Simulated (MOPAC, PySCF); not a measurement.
Bond stretch in CH₆Ge, SMILES [CH3][GeH3]. The Ge2–H8 bond (Ge2 also carries C, H, H; H8 carries nothing else) is pulled apart rigidly from the PBE0/def2-TZVP optimised geometry.

Levels: UHF/def2-TZVP (PySCF); PM6, restricted, heats of formation (MOPAC); RKS-B3LYP/6-31G* = restricted B3LYP/6-31G*, spherical d run with PySCF; UKS-PBE0 = unrestricted PBE0/def2-TZVP (PySCF).

Energies relative to the lowest point of each curve near equilibrium, in eV:

```
R / Å    UHF    PM6  RKS-B3LYP/6-31G*
-----  -----  -----  ----------------
1.17   2.180  1.858             2.144
1.25   1.168  1.010             1.160
1.32   0.599  0.515             0.605
1.51   0.008  0.000             0.012
1.71   0.207  0.265             0.169
1.80   0.432  0.534             0.365
1.93   0.829  1.010             0.714
2.09   1.376  1.666             1.193
2.29   2.041  2.499             1.797
2.78   2.773  4.251             3.083
3.04   2.902  4.942             3.617
3.41   2.981  5.664             4.216
```

Problem. What does UKS-PBE0 give at the same points?

Solution. 1.17: 2.080; 1.25: 1.112; 1.32: 0.569; 1.51: 0.008; 1.71: 0.193; 1.80: 0.401; 1.93: 0.767; 2.09: 1.264; 2.29: 1.889; 2.78: 3.130; 3.04: 3.434; 3.41: 3.633 (eV).

The unrestricted determinant behind UHF is spin-contaminated at 2.29 to 4.59 Å (<S²> up to 1.0, against 0.00 for a pure singlet). The restricted form behind PM6, RKS-B3LYP/6-31G* keeps the bonding electrons paired and can't separate into open-shell fragments. The unrestricted determinant behind UKS-PBE0 is spin-contaminated at 2.78 to 4.59 Å (<S²> up to 1.0, against 0.00 for a pure singlet).
